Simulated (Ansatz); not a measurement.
`[F][InH][GeH3]` + `O=CO` → `O=C[O][GeH3]` + `[F][InH2]` at 700 K and 1 bar (cleavage of the Ge–In bond).

Isolated molecules relaxed with PBE0-D4/def2-TZVP in Ansatz; ΔE leaves out vibrations. CCSD(T)/CBS adds triple-zeta CCSD(T) − MP2 to the extrapolated MP2 energy (def2 sets, frozen cores). This one scheme is used for every species. def2 core potentials past Kr. For Ge, In outer-core shells are correlated without core-valence functions, which leaves a few kJ/mol of doubt a bond. Scalar relativity is left out up to krypton. Each species was taken in one conformer, which may not be the lowest.

```csv
species,CCSD(T)/CBS energy (Eh),H − E (kJ/mol),S (J/(mol·K))
`[F][InH][GeH3]`,-2368.14594,144.8,457.2
`O=CO`,-189.60296,123.9,296.8
`O=C[O][GeH3]`,-2266.92775,185.4,402.8
`[F][InH2]`,-290.81142,72.4,317.2
```

H − E and S are ideal-gas, rigid-rotor, harmonic terms from PBE0-D4/def2-TZVP, for one conformer and one mirror image of each species. 1 Eh = 2625.50 kJ/mol, R = 8.31446 J/(mol·K).

Question: By hand: ΔE, ΔH, ΔS and ΔG.

Answer: ΔE = (-2266.92775) + (-290.81142) − (-2368.14594) − (-189.60296) = 0.00973 Eh = 25.5 kJ/mol. Δ(H − E) = 185.4 + 72.4 − 144.8 − 123.9 = -10.9, so ΔH = 14.6 kJ/mol. ΔS = 402.8 + 317.2 − 457.2 − 296.8 = -34.0 J/(mol·K). ΔG = 14.6 − 700 × (-34.0)/1000 = 38.4 kJ/mol.

Question: By hand: the equilibrium constant, and the temperature at which ΔG would vanish if ΔH and ΔS stayed fixed.

Answer: log₁₀ K = −ΔG/(RT ln 10) = -2.9. ΔH and −TΔS have one sign here, so there is no such temperature.

TΔS isn't small against ΔH here. A doubt of 5 kJ/mol in ΔE shifts log₁₀ K by 0.4 here. Other conformers and mirror images would add mixing entropy, several J/(mol·K) or more a flexible species. Modes under 60 cm⁻¹, often nearly free rotors, make the harmonic entropy too high. These are equilibria of isolated gas molecules and say nothing of rates. Largest T1 diagnostic: 0.016 (customary marks: 0.02 for closed shells, 0.045 for open ones).
